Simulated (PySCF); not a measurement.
# Basis and Hamiltonian dependence of the excitation energy of I

I [Kr] 4d10 5s2 5p5 (2P) → I [Kr] 4d10 5s2 5p4 6s1 (4P). All values are computed (PySCF 2.14, energy differences of UHF-based or UKS calculations, no spin-orbit coupling). Values in eV.

```tsv
basis	Hamiltonian	functions	UHF	LDA	PBE0	MP2 (valence)	CCSD(T) (valence)
aug-cc-pwCVDZ-PP with ECP28MDF	ECP	48	6.622	7.079	7.064	6.810	6.773
aug-cc-pVTZ-PP with ECP28MDF	ECP	55	6.496	7.011	6.984	6.862	6.875
def2-TZVPPD with the def2 core potential (28 electrons)	ECP	59	6.649	7.100	7.095	6.951	6.961
def2-QZVPPD with the def2 core potential (28 electrons)	ECP	91	6.359	6.946	6.899	6.856	6.891
aug-cc-pVQZ-DK3	spin-free X2C	102	6.338	6.954	6.894	6.839	6.874
aug-cc-pVQZ-PP with one added diffuse shell each of s, p, d, f, g type with ECP28MDF	ECP	117	6.223	6.885	6.815	6.773	n/a
aug-cc-pwCVTZ-DK3 with one added diffuse shell each of s, p, d, f type	spin-free X2C	125	6.233	6.912	6.837	6.691	n/a
aug-cc-pV5Z-PP with ECP28MDF	ECP	139	6.300	6.913	6.857	6.858	n/a
```

Frozen in the all-electron rows: valence: [Kr] 4d10; with a core potential, the same shells as far as they lie outside it.

At UHF, def2-TZVPPD with the def2 core potential (28 electrons) lies more than 0.3 eV from the median of the rows with comparable relativity. Of these, def2-TZVPPD with the def2 core potential (28 electrons) has no diffuse functions of the l that the added or promoted electron needs.
